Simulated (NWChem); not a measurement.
Species: HSF2 cation; SMILES F[SH+]F

```xyz
4

F     -0.4891    -0.0220    -1.2029
S      0.4827    -0.0317     0.0000
F     -0.4891    -0.0220     1.2029
H      0.7424     1.3230     0.0000
```
Atoms are numbered in this order, from 1.

Results from NWChem. Geometry optimised at PBE0/def2-SVP; all other runs use it. Pople sets run with spherical d functions. Vzz has the sign of the potential's second derivative.

```
quantity                                                                  level       value
------------------------------------------------------  -----------------------  ----------
charge (e), ESP S2                                               B3LYP/def2-SVP  (withheld)
first state with f > 0.002 (eV), S K edge, unshifted        B3LYP/6-311G**, TDA      2419.3
vertical, lowest triplet (eV)                           BHandHLYP/def2-SVP, TDA  (withheld)
cavity-dispersion-structure term (kcal/mol) in benzene     M06-2X/def2-SVP, SMD  (withheld)
Vzz S2 (a.u.)                                                     B3LYP/cc-pVTZ      -3.197
highest harmonic frequency (cm⁻¹)                                 PBE0/def2-SVP        2536
```

Q: Complete the blanks.

A: 
- charge (e), ESP S2, value: 0.80
- vertical, lowest triplet (eV), value: 5.77
- cavity-dispersion-structure term (kcal/mol) in benzene, value: -0.3
